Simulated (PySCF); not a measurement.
C4H10Zn, SMILES C[CH2][Zn][CH2]C.

The structure is a stationary point at PBE-D3(BJ)/def2-SVP. The isomer is the one that the SMILES or the coordinates give; other isomers of the formula were not compared. One conformer was computed; it need not be the lowest.

These are TDDFT-PBE/def2-SVPD run with PySCF values and carry that method's errors.

Vertical excitations. Isolated molecule, no solvent. State labels are in the subgroup C2.

| state | symmetry | energy (eV) | λ (nm) | f | main pairs |
|---|---|---|---|---|---|
| S1 | A | 4.68 | 265 | 0.000 | HOMO→LUMO 100 % |
| S2 | B | 4.78 | 259 | 0.000 | HOMO→LUMO+1 97 % |
| S3 | B | 5.34 | 232 | 0.166 | HOMO→LUMO+2 92 % |
| S4 | A | 6.07 | 204 | 0.001 | HOMO→LUMO+3 100 % |
| S5 | B | 6.40 | 194 | 0.049 | HOMO−1→LUMO 94 % |
| S6 | A | 6.46 | 192 | 0.018 | HOMO−1→LUMO+1 65 %, HOMO−1→LUMO+2 32 % |
| S7 | A | 6.60 | 188 | 0.040 | HOMO−1→LUMO+2 66 %, HOMO−1→LUMO+1 31 % |
| S8 | B | 6.65 | 186 | 0.179 | HOMO→LUMO+4 91 % |
| S9 | A | 7.01 | 177 | 0.000 | HOMO→LUMO+5 98 % |
| S10 | A | 7.05 | 176 | 0.004 | HOMO−2→LUMO 98 % |
| T1 | A | 4.51 | 275 | 0 | HOMO→LUMO 100 % |
| T2 | B | 4.60 | 270 | 0 | HOMO→LUMO+1 93 % |
| T3 | B | 4.72 | 263 | 0 | HOMO→LUMO+2 93 % |
| T4 | B | 5.76 | 215 | 0 | HOMO−1→LUMO 98 % |
Triplets are in the Tamm–Dancoff approximation, which puts them higher than full response would, so one can lie above its singlet here.
